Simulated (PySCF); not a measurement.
C6H5FO2.
Bonds: O1–C2 (double), C2–C3, C3–C4, C4–C5, C5–O6 (double), C5–C7, C7–C8 (double), C8–F9, C2–C7. Hydrogens: H10, H11 on C3; H12, H13 on C4; H14 on C8.

The geometry is computed with GFN2-xTB (gas phase).

Question: Give the optimised bond lengths and angles.

Answer: 
```
          bond  length (bohr)   order
         O1=C2          2.275  double
         C2–C3          2.859  single
         C3–C4          2.884  single
         C4–C5          2.868  single
         C5=O6          2.270  double
         C5–C7          2.804  single
         C7=C8          2.527  double
         C8–F9          2.487  single
         C2–C7          2.800  single
C3–H10, C3–H11          2.062  single
C4–H12, C4–H13          2.062  single
        C8–H14          2.051  single
```

Bonds in one row agree within 0.02 bohr and their mean is given. Orders are formal, as drawn. A selection of angles:
```
   angle  degrees
O1–C2–C3    126.4
O1–C2–C7    125.9
C3–C2–C7    107.7
C2–C3–C4    106.9
C3–C4–C5    107.1
C4–C5–O6    125.9
C4–C5–C7    107.3
O6–C5–C7    126.8
C5–C7–C8    128.4
C2–C7–C5    109.9
C2–C7–C8    121.7
C7–C8–F9    124.2
```

Dihedral angles: O1–C2–C3–C4 -172° (antiperiplanar); C2–C3–C4–C5 -11° (synperiplanar); C3–C4–C5–O6 -171° (antiperiplanar); C4–C5–C7–C8 175° (antiperiplanar); C5–C7–C8–F9 0° (synperiplanar); O1–C2–C7–C5 178° (antiperiplanar). The mirror-image conformer, all signs reversed, is as good.

Of the pairs four or more bonds apart, O1···H14 is among the closest relative to their van der Waals radii: 2.68 Å, 98 % of the sum of Bondi's values. The C–C distances run from 1.337 Å (C7=C8, drawn double) to 1.526 Å (C3–C4, drawn single), a spread of 0.189 Å. The 5-membered ring C2–C3–C4–C5–C7 has internal angles of 106.9° to 109.9°; it is slightly puckered (a soft mode that the optimisation may not have finished), 0.05 Å rms from its mean plane, widest ring torsion 11°.

No frequency check.
